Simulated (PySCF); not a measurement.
TiI4, SMILES [I][Ti]([I])([I])[I], multiplicity 1. Heavy atoms are numbered as in [Ti:1]([I:2])([I:3])([I:4])[I:5].

The structure is a stationary point at PBE0-D3(BJ)/def2-SVP. The spin state was assumed, not searched. The isomer is the one that the SMILES or the coordinates give; other isomers of the formula were not compared. The def2 effective core potentials stand for the cores of I; spin–orbit coupling is left out.

Calculation: ωB97X/def2-TZVP (PySCF).

ESP charges are fitted to the potential on shells at 1.4 to 2.0 van der Waals radii. Atomic charges (e), one atom of each kind:

| atom | ESP fit | Löwdin | Mulliken |
|---|---|---|---|
| Ti1 | [?] | -1.27 | 0.58 |
| I2 | [?] | 0.32 | -0.14 |

Question: Complete the blanks. (Estimate from the structure and the level; the computed values follow.)

Answer: 
- Ti1, ESP fit: -0.20
- I2, ESP fit: 0.05
